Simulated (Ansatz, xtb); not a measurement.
## Ranking isomers of C5H3ClN2

4 gas-phase structures of C5H3ClN2, from a drawn sample of its isomers (lower ones may exist). Each was relaxed with GFN2-xTB:

A. `C#Cc1cc(Cl)n[nH]1`, a singlet
B. `N#Cc1cc[nH]c1Cl`, a singlet
C. `C#Cc1c[nH]c(Cl)n1`, a singlet
D. `N#Cc1ccc(Cl)[nH]1`, a singlet

**Question.** Estimate their order in r2SCAN-D4/def2-SVP energy at these geometries, lowest first.

**Answer.** Calculated order at r2SCAN-D4/def2-SVP: B (0.0), D (0.1), C (132.7), A (174.4) kJ/mol. Less than 1 kcal/mol parts B and D, so the order within that pair means little.

Energies above the lowest of each column, in kJ/mol; the last columns are at PBE-D3(BJ)/def2-SVP geometries and were run for some of them only (a dash: not run or not comparable):

```
structure  GFN2-xTB  HF/STO-3G  r2SCAN-D4/def2-SVP  PBE-D3(BJ)/def2-SVP  CCSD(T)/def2-SVP + ΔMP2/def2-TZVPP
        B       1.0        0.0                 0.0                  0.2                                 0.0
        D       0.0        3.9                 0.1                  0.0                                 4.3
        C      66.0      177.0               132.7                131.4                               137.3
        A     109.8      204.3               174.4                    –                                   –
```

Every level run on B puts it lowest or level with the lowest. Frequencies (GFN2-xTB) were run for B, C, D alone. ΔMP2 is the change of the MP2 energy from the smaller to the larger basis.

Over these structures GFN2-xTB departs from r2SCAN-D4/def2-SVP by 33.0 kJ/mol on average once a common shift is removed. A GFN2-xTB relaxation took about 0.05 s and the r2SCAN-D4/def2-SVP energy about 0.94 s on a shared host (Ansatz 0.2.0, xtb 6.7.1).
